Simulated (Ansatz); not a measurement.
One change: `CC1=CC(C(F)(F)F)=[O+][Ga-]([CH3])([CH3])[O]1` becomes `CC1=CC(C(F)(F)F)=[O+][Ti-]([OH])([OH])([F])[O]1`.

Ansatz, PBE0-D4/def2-TZVP geometries, multiplicity 1. Each molecule was computed in one conformer, which needn't be the lowest.

Scalar relativity is left out up to krypton.

| property | `CC1=CC(C(F)(F)F)=[O+][Ga-]([CH3])([CH3])[O]1` |
| --- | --- |
| LUMO energy (PBE0/def2-TZVPP) / eV | -2.27 |
| HOMO energy (B3LYP/def2-TZVPP) / eV | -6.99 |
| HOMO–LUMO gap (PBE0/def2-TZVPP) / eV | 4.93 |
| size of the dipole moment (ωB97M-V/def2-TZVPP) / D | 3.25 |
| HOMO energy (ωB97M-V/def2-TZVPP) / eV | -9.32 |
| size of the dipole moment (PBE/def2-TZVPP) / D | 2.99 |

Task: Give the same properties after the change, and the shifts. (Estimate.)

Result: Computed: 
```
                                          property  `CC1=CC(C(F)(F)F)=[O+][Ti-]([OH])([OH])([F])[O]1`  shift
                LUMO energy (PBE0/def2-TZVPP) / eV                                              -2.64  -0.37
               HOMO energy (B3LYP/def2-TZVPP) / eV                                              -7.85  -0.86
              HOMO–LUMO gap (PBE0/def2-TZVPP) / eV                                               5.41   0.48
size of the dipole moment (ωB97M-V/def2-TZVPP) / D                                               4.96   1.71
             HOMO energy (ωB97M-V/def2-TZVPP) / eV                                             -10.17  -0.85
    size of the dipole moment (PBE/def2-TZVPP) / D                                               4.60   1.61
```

With PBE0 the HOMO falls by 0.86 eV and the LUMO falls by 0.37 eV, so the gap widens by about 0.49 eV. PBE moves the HOMO by -0.83 eV and ωB97M-V by -0.85 eV. Dipoles are sizes alone; their direction can turn.

B3LYP here is the variant with VWN-RPA as its local correlation; programs differ in this.
